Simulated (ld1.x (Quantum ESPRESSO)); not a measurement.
## What the settings do to the PAW potential of manganese

Base potential:

manganese, PAW, made with ld1.x (Quantum ESPRESSO) 7.5 (BLYP, scalar-relativistic). Core [Ne], reference 3s2 3p6 3d5 4s2 4p0. Waves: 3s (bound): rcut 1.15, rcutus 1.45 bohr; 4s (bound): rcut 1.15, rcutus 1.45 bohr; 3p (bound): rcut 1.25, rcutus 1.30 bohr; 4p (bound, empty): rcut 1.25, rcutus 1.30 bohr; 3d (bound): rcut 1.60, rcutus 2.15 bohr; 3d channel at 0.05 Ry: rcut 1.60, rcutus 2.15 bohr. Local part: all-electron potential smoothed inside 2.10 bohr (lloc = -1). Core correction: Bessel-smoothed model core inside 0.65 bohr. Augmentation charge: BESSEL, radius 1.15 bohr.

All-electron outer shells of the reference configuration (BLYP, scalar-relativistic, ld1.x):

```csv
shell,level (eV),outermost node (bohr),outermost maximum (bohr)
2s,-743.97,0.08,0.23
2p,-630.43,–,0.19
3s,-85.59,0.34,0.74
3p,-54.38,0.31,0.75
3d,-6.66,–,0.75
4s,-5.02,1.05,2.51
4p,-1.30,1.16,3.47
```

Cutoffs, loose and tight: the cutoffs (Ry, on a coarse ladder) from which the occupation-weighted sum of valence levels, in a spherical-Bessel basis at the reference potential, stays within 10 and 1 mRy of its value at 400 Ry. They do not see the model core or the augmentation charge, which bear on the density cutoff. Test errors are all-electron minus pseudo excitation energies from the reference, over the configurations 3s2 3p6 3d5 4s1 4p0; 3s2 3p6 3d5 4s0 4p0; 3s2 3p6 3d4 4s0 4p0; 3s2 3p5 3d5 4s2 4p0; 3s2 3p6 3d5 4s1 4p1; 3s1 3p6 3d5 4s2 4p0; 3s2 3p6 3d5 4s0 4p2. A dash means not determined; rows that change the core or the reference have their own tests. The largest error is taken over the tests solved by every variant that gives reliable tests at all: 3s1 3p6 3d5 4s2 4p0; 3s2 3p5 3d5 4s2 4p0; 3s2 3p6 3d5 4s0 4p2; 3s2 3p6 3d5 4s1 4p0; 3s2 3p6 3d5 4s1 4p1.

```tsv
change	outcome	cutoff, loose	cutoff, tight	bound ghosts	largest test error (meV)
base	generated	50 Ry	90 Ry	none	-57
all radii but the core radius scaled by about 0.78 (s 1.14, p 1.02, d 1.68 bohr, rcut 0.90/0.98/1.26); local potential all-electron potential smoothed inside 1.64 bohr (lloc = -1); augmentation BESSEL, radius 0.90 bohr	generated	80 Ry	140 Ry	none	-25
all radii but the core radius scaled by about 0.87 (s 1.26, p 1.14, d 1.88 bohr, rcut 1.00/1.10/1.40); local potential all-electron potential smoothed inside 1.84 bohr (lloc = -1); augmentation BESSEL, radius 1.00 bohr	generated	70 Ry	110 Ry	none	-39
all radii but the core radius scaled by about 0.96 (s 1.38, p 1.24, d 2.06 bohr, rcut 1.10/1.20/1.54); local potential all-electron potential smoothed inside 2.02 bohr (lloc = -1); augmentation BESSEL, radius 1.10 bohr	generated	55 Ry	100 Ry	none	-54
all radii but the core radius scaled by about 1.09 (s 1.58, p 1.42, d 2.34 bohr, rcut 1.26/1.36/1.74); local potential all-electron potential smoothed inside 2.28 bohr (lloc = -1); augmentation BESSEL, radius 1.26 bohr	generated	45 Ry	70 Ry	none	-8033
all radii but the core radius scaled by about 1.22 (s 1.76, p 1.58, d 2.62 bohr, rcut 1.40/1.52/1.96); local potential all-electron potential smoothed inside 2.56 bohr (lloc = -1); augmentation BESSEL, radius 1.40 bohr	generated	35 Ry	60 Ry	none	test run stopped at test 4 of 7 (negative rho), 3 before it not solved
```

Q: What comes out with this change to the base: all radii but the core radius scaled by about 1.27 (s 1.84, p 1.66, d 2.74 bohr, rcut 1.46/1.58/2.04); local potential all-electron potential smoothed inside 2.66 bohr (lloc = -1); augmentation BESSEL, radius 1.46 bohr?

A: outcome: generated; cutoff, loose: 35 Ry; cutoff, tight: 55 Ry; bound ghosts: none; largest test error (meV): test run stopped at test 4 of 7 (negative rho), 3 before it not solved.

Q: What comes out with this change to the base: all radii but the core radius scaled by about 1.03 (s 1.50, p 1.34, d 2.22 bohr, rcut 1.18/1.28/1.64); local potential all-electron potential smoothed inside 2.16 bohr (lloc = -1); augmentation BESSEL, radius 1.18 bohr?

A: outcome: generated; cutoff, loose: 50 Ry; cutoff, tight: 80 Ry; bound ghosts: none; largest test error (meV): -61.

Q: What comes out with this change to the base: all radii but the core radius scaled by about 1.39 (s 2.02, p 1.80, d 3.00 bohr, rcut 1.60/1.74/2.22); local potential all-electron potential smoothed inside 2.92 bohr (lloc = -1); augmentation BESSEL, radius 1.60 bohr?

A: outcome: generated; cutoff, loose: 30 Ry; cutoff, tight: 45 Ry; bound ghosts: none; largest test error (meV): test run stopped at test 1 of 7 (negative rho).

Reading the sweep of the scale of all radii but the core radius (base = 1) (base included, trends over the rows without a ghost): The loose cutoff falls from 80 Ry at 0.78 to 30 Ry at 1.39. A larger radius leaves more room for a smooth pseudo-wave, so fewer plane waves are needed; a smaller one forces it to follow the all-electron wave where it bends sharply.
